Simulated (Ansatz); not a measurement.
Compare A (`CO[SiH2]N[SiH2]O`) with its isomer B (`CO[Si](N)(O)[SiH3]`).

Computed with Ansatz on PBE0-D4/def2-TZVP structures; ΔE is electronic, products minus reactants. CCSD(T)/CBS is the MP2 limit (def2-TZVPP, def2-QZVPP) plus CCSD(T) − MP2 in def2-TZVPP, frozen cores. DFT in def2-TZVPP. B3LYP here is the variant with VWN-RPA as its local correlation; programs differ in this. One conformer a species, not always the lowest.

**Question.** Which is lower in electronic energy at CCSD(T)/CBS, and by how much? (An estimate is asked.)

**Answer.** The calculation gave: A, by 52.1 kJ/mol.

**Question.** Give E(B) − E(A) in kJ/mol with PBE0-D4, B2PLYP, r2SCAN-D4, CCSD/def2-TZVPP, PBE-D4, MP2/def2-TZVPP, B3LYP. (An estimate is asked.)

**Answer.** Computed: PBE0-D4 36.8, B2PLYP 53.0, r2SCAN-D4 43.8, CCSD/def2-TZVPP 53.7, PBE-D4 30.0, MP2/def2-TZVPP 61.0, B3LYP 46.5. None reverses the order clearly.

Largest T1 diagnostic: 0.012.

In def2-TZVPP, CCSD(T) changes the Hartree–Fock value by −12.0 kJ/mol (the triples alone add −1.4 kJ/mol) and MP2 by −3.3 kJ/mol. From PBE to PBE0 (25 % exact exchange), in def2-TZVPP and without D4, E(B) − E(A) moves by +7.1 kJ/mol.
